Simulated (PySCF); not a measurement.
# [Tm(SH)4]− at several levels of theory

Computed with PySCF 2.14.0 (density fitting, no spin-orbit coupling) at the geometry relaxed with PBE0:

```xyz
9
[Tm(SH)4]− (singlet in the valence; each metal's 4f electrons, 12 of them, lie in its core potential, out of spins and levels)
Tm    0.0000    0.0000    0.0022
S     1.4364    1.5626    1.5316
H     1.8230    0.4829    2.2541
S    -1.4364   -1.5626    1.5316
H    -1.8230   -0.4829    2.2541
S     1.5641   -1.4323   -1.5289
H     0.4828   -1.8127   -2.2530
S    -1.5641    1.4323   -1.5289
H    -0.4828    1.8127   -2.2530
```

```
level                                                 basis    state  HOMO (eV)  gap (eV)  charge on Tm1 (e)  population of f-type functions on Tm1 (polarisation alone where 4f lies in the core)  dipole about the centre of mass (D)  largest force component (eV/Å)
 PBE0     Tm lcecp-1-SVP with ECP58, S def2-SVP, H def2-SVP  singlet      -3.04      6.22               0.55                                                                                  0.03                                 0.00                            0.02
 PBE0  Tm lcecp-1-TZVP with ECP58, S def2-TZVP, H def2-TZVP  singlet      -3.28      6.29               1.15                                                                                  0.03                                 0.00                            0.19
```

In the lcecp rows the 4f levels are missing from HOMO and gap, and the state counts the valence alone.

Charges are Mulliken's, which hang on the basis. The relaxation used the grid (50, 194), these runs (75, 302) or, all-electron (x2c bases, spin-free X2C Hamiltonian), (99, 590).

Question: A further run in the first row's basis gives HOMO (eV) -1.96, gap (eV) 4.68, charge on Tm1 (e) 0.52, population of f-type functions on Tm1 (polarisation alone where 4f lies in the core) 0.02, dipole about the centre of mass (D) 0.00, largest force component (eV/Å) 0.20. Which level was it?
A. TPSS
B. revPBE

Answer: A. The others give HOMO -1.76 eV (revPBE).

In the first row's basis the gap widens with exact exchange: 4.4 to 4.7 eV for revPBE, TPSS (none); 6.2 eV for PBE0 (a fixed share).

No frequency check is given that shows the relaxed geometry to be a minimum. An lcecp potential fixes the number of 4f electrons, so in runs with it no electron can move into or out of that shell.
